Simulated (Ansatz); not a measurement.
The cluster Be4S4⁺. Charge 1, multiplicity 2. Geometry PBE-D4/def2-SVP, basis def2-TZVP, Ansatz.

```
atom    x (Å)    y (Å)    z (Å)
 Be1   0.9092   0.5929   0.9513
 Be2   0.2510  -1.3443  -0.1695
 Be3  -1.3823   0.2416   0.3403
 Be4   0.3992   0.3034  -1.6682
  S5   1.9938  -0.1926  -0.6340
  S6  -0.3305  -0.9115   1.7606
  S7  -1.2848  -0.6967  -1.5087
  S8  -0.5556   2.0072   0.9282
```

```csv
run,HOMO (eV),LUMO (eV)
A,-11.51,-10.06
B,-11.25,-10.20
C,-12.48,-9.32
D,-11.20,-10.11
E,-15.04,-7.08
F,-11.60,-9.99
```

LC-ωPBE has ω = 0.4 bohr⁻¹. Another isomer (doublet) lies 0.12 eV lower at PBE0-D4/def2-TZVP; other spin states weren't run for this one.

HOMO and LUMO are taken over both spins.

Problem. The runs used B97M-V, LC-ωPBE, PBE, PBE0, r2SCAN, revPBE. Estimate which is which.

Solution. A B97M-V (0 % exact exchange); B PBE (0 % exact exchange); C PBE0 (25 % exact exchange); D revPBE (0 % exact exchange); E LC-ωPBE (range-separated); F r2SCAN (0 % exact exchange). Exact exchange lowers occupied and raises empty levels; among semilocal functionals meta-GGAs tend to open the gap a little, and such runs are hard to tell apart. The gap grows from 1.05 eV (PBE) to 7.96 eV (LC-ωPBE).
